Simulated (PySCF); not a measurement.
Species: InH2(NMe2), C2H8InN.
SMILES: `C[N](C)[InH2]`

Computed with TDDFT B3LYP/def2-SVPD, vertical, gas phase, core orbitals frozen in the response, def2 core potentials past Kr in PySCF. Geometry: PBE0-D3(BJ)/def2-SVP; no solvent, vibrations or thermal averaging. Spin–orbit coupling is left out.

Computed states:

| state | E (eV) | f |
| --- | --- | --- |
| S1 | 3.87 | 0.126 |
| S2 | 4.68 | 0.018 |
| S3 | 5.00 | 0.0001 |
| S4 | 5.52 | 0.0005 |
| S5 | 5.60 | 0.0001 |
| S6 | 5.63 | 0.010 |
| S7 | 6.19 | 0.0001 |
| S8 | 6.22 | 0.069 |
| S9 | 6.61 | 0.011 |
| S10 | 6.86 | 0.013 |

Each state is given a Gaussian of 0.4 eV full width at half maximum, with ε(max) = 2.175×10⁸ f / Δν̃ (Δν̃ the width in cm⁻¹). The width is an assumption, not a result. The curve ends short of the highest state used, and states not computed would add to its high-energy end.

Question: Give the broadened spectrum and its maxima.

Answer: 
| λ (nm) | ε (L mol⁻¹ cm⁻¹) |
| --- | --- |
| 198.0 | 4634 |
| 202.2 | 4085 |
| 206.4 | 2166 |
| 210.6 | 900 |
| 214.9 | 651 |
| 219.1 | 741 |
| 223.3 | 675 |
| 227.5 | 437 |
| 231.8 | 203 |
| 236.0 | 78 |
| 240.2 | 48 |
| 244.4 | 98 |
| 248.7 | 258 |
| 252.9 | 535 |
| 257.1 | 878 |
| 261.3 | 1154 |
| 265.6 | 1234 |
| 269.8 | 1090 |
| 274.0 | 816 |
| 278.2 | 537 |
| 282.5 | 356 |
| 286.7 | 359 |
| 290.9 | 619 |
| 295.1 | 1231 |
| 299.4 | 2297 |
| 303.6 | 3738 |
| 307.8 | 5394 |
| 312.0 | 6953 |
| 316.3 | 8092 |
| 320.5 | 8510 |
| 324.7 | 8187 |
| 328.9 | 7252 |
| 333.2 | 5919 |
| 337.4 | 4520 |
| 341.6 | 3235 |
| 345.8 | 2180 |
| 350.1 | 1374 |
| 354.3 | 831 |
| 358.5 | 480 |
| 362.7 | 265 |
| 367.0 | 139 |
| 371.2 | 71 |
| 375.4 | 35 |
| 379.6 | 17 |

Maxima: 321 nm (3.87 eV), ε about 8500, made up of S1 (100%); 265 nm (4.68 eV), ε about 1200, made up of S2 (100%); 220 nm (5.64 eV), ε about 750, made up of S6 (94%); 199 nm (6.23 eV), ε about 4700, made up of S8 (99%) (ε in L mol⁻¹ cm⁻¹; maxima over ε = 5, shares over 10%).

Question: What would ε be at 3.87 eV, the highest of these maxima, with half the width (0.2 eV)?

Answer: About 17000 L mol⁻¹ cm⁻¹ against 8510, a factor of about 2.00; a lone state at its own centre would give exactly 2.

Question: Coming from long wavelengths, where does ε first pass 100 L mol⁻¹ cm⁻¹?

Answer: At about 369 nm (3.36 eV), 0.51 eV below S1.

Question: On this curve, what absorbance would a 10⁻⁵ mol/L sample give at 365 nm over a 1 cm path?

Answer: 365 nm is 3.397 eV, where ε is about 190 L mol⁻¹ cm⁻¹, so A = ε c l ≈ 0.0019 (Beer–Lambert, with the gas-phase spectrum and the assumed width).

All these states lie below the vertical ionisation energy of 7.79 eV (ΔSCF).
